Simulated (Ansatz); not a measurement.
## What each rung costs, and what it gives

Saddle point of SiH5SBrO, singlet (SiH₃BrO ([OH][SiH2][Br]) + H₂S → SiH₄SO ([OH][SiH2][SH]) + HBr; bonds formed: Si1–S7, Br2–H6; bonds broken: Si1–Br2, H6–S7), PBE0-D4/def2-TZVP structure:

| atom | x (Å) | y (Å) | z (Å) |
| --- | --- | --- | --- |
| Si1 | -0.7057 | -0.0209 | -0.3095 |
| Br2 | 1.8625 | 0.5591 | -1.1759 |
| H3 | -0.4738 | -1.2055 | -1.1549 |
| H4 | -1.9405 | -0.2970 | 0.4797 |
| O5 | -1.0258 | 1.4890 | -0.8138 |
| H6 | 1.6961 | -0.4914 | 0.8177 |
| S7 | 0.5881 | -0.3092 | 1.6151 |
| H8 | -0.2708 | 1.8794 | -1.2751 |
| H9 | 0.2698 | -1.6037 | 1.8168 |

Barriers are electronic and count from the start structure reached by relaxing down the imaginary mode.

Program: Ansatz 0.2.0. Basis: as named in each row. Cores are frozen in the correlated methods. Filled d shells of the heavier atoms are correlated. The def2 sets are not built for correlating such inner shells, so the correlated values are less sure here. B3LYP uses VWN-RPA correlation. Extrapolation: Hartree–Fock as exp(−7.88 √X), correlation as X^−2.97.

Times are rough, for one single point on 8 threads of a shared host (AMD EPYC 9R45).

The estimate by CCSD(T) at an estimated basis limit (MP2 extrapolated from triple and quadruple zeta, plus CCSD(T) − MP2 in triple zeta) is 30.10 kcal/mol.

```json
{"method": "HF", "basis": "STO-3G", "time (s)": "under 1", "barrier (kcal/mol)": "61.02", "method less estimate": "30.92"}
{"method": "PBE-D4", "basis": "STO-3G", "time (s)": "under 1", "barrier (kcal/mol)": "26.39", "method less estimate": "-3.71"}
{"method": "SPW92", "basis": "def2-SVP", "time (s)": "under 1", "barrier (kcal/mol)": "18.10", "method less estimate": "-12.00"}
{"method": "PBE-D4", "basis": "def2-SVP", "time (s)": "under 1", "barrier (kcal/mol)": "24.11", "method less estimate": "-5.99"}
{"method": "B3LYP-D4", "basis": "6-31G", "time (s)": "under 1", "barrier (kcal/mol)": "30.10", "method less estimate": "0.00"}
{"method": "PBE0-D4", "basis": "def2-SVP", "time (s)": "under 1", "barrier (kcal/mol)": "27.62", "method less estimate": "-2.48"}
{"method": "SPW92", "basis": "def2-TZVPP", "time (s)": "under 1", "barrier (kcal/mol)": "17.20", "method less estimate": "-12.90"}
{"method": "PBE-D4", "basis": "def2-TZVPP", "time (s)": "under 1", "barrier (kcal/mol)": "22.77", "method less estimate": "-7.32"}
{"method": "BLYP-D4", "basis": "def2-TZVPP", "time (s)": "under 1", "barrier (kcal/mol)": "25.89", "method less estimate": "-4.21"}
{"method": "B3LYP-D4", "basis": "def2-TZVPP", "time (s)": "under 1", "barrier (kcal/mol)": "28.41", "method less estimate": "-1.68"}
{"method": "BHLYP-D4", "basis": "def2-TZVPP", "time (s)": "under 1", "barrier (kcal/mol)": "31.62", "method less estimate": "1.52"}
{"method": "PBE0-D4", "basis": "def2-TZVPP", "time (s)": "under 1", "barrier (kcal/mol)": "26.00", "method less estimate": "-4.10"}
{"method": "CAM-B3LYP-D4", "basis": "def2-TZVPP", "time (s)": "under 1", "barrier (kcal/mol)": "30.33", "method less estimate": "0.23"}
{"method": "r2SCAN-D4", "basis": "def2-TZVPP", "time (s)": "under 1", "barrier (kcal/mol)": "25.91", "method less estimate": "-4.19"}
{"method": "RPA on PBE", "basis": "def2-TZVPP", "time (s)": "1", "barrier (kcal/mol)": "32.63", "method less estimate": "2.53"}
{"method": "wB97M-V", "basis": "def2-SVP", "time (s)": "1", "barrier (kcal/mol)": "30.46", "method less estimate": "0.36"}
{"method": "r2SCAN0-D4", "basis": "def2-TZVPP", "time (s)": "1", "barrier (kcal/mol)": "27.88", "method less estimate": "-2.22"}
{"method": "CCSD(T)", "basis": "def2-SVP", "time (s)": "1", "barrier (kcal/mol)": "35.16", "method less estimate": "5.06"}
{"method": "B2PLYP", "basis": "def2-TZVPP", "time (s)": "1", "barrier (kcal/mol)": "30.46", "method less estimate": "0.36"}
{"method": "PBE-QIDH", "basis": "def2-TZVPP", "time (s)": "1", "barrier (kcal/mol)": "28.80", "method less estimate": "-1.30"}
{"method": "wB97X-V", "basis": "def2-TZVPP", "time (s)": "1", "barrier (kcal/mol)": "30.34", "method less estimate": "0.24"}
{"method": "B97M-V", "basis": "def2-TZVPP", "time (s)": "2", "barrier (kcal/mol)": "29.57", "method less estimate": "-0.53"}
{"method": "wB97M-V", "basis": "def2-TZVPP", "time (s)": "2", "barrier (kcal/mol)": "29.34", "method less estimate": "-0.76"}
{"method": "MP2", "basis": "def2-QZVPP", "time (s)": "4", "barrier (kcal/mol)": "29.64", "method less estimate": "-0.46"}
{"method": "CCSD(T)", "basis": "def2-TZVPP", "time (s)": "23", "barrier (kcal/mol)": "31.49", "method less estimate": "1.39"}
```

All methods are single points on the PBE0-D4 structures.

The T1 diagnostic stays at or below 0.012.

Labels in which every atom is bracketed show which atoms are joined, not bond orders.
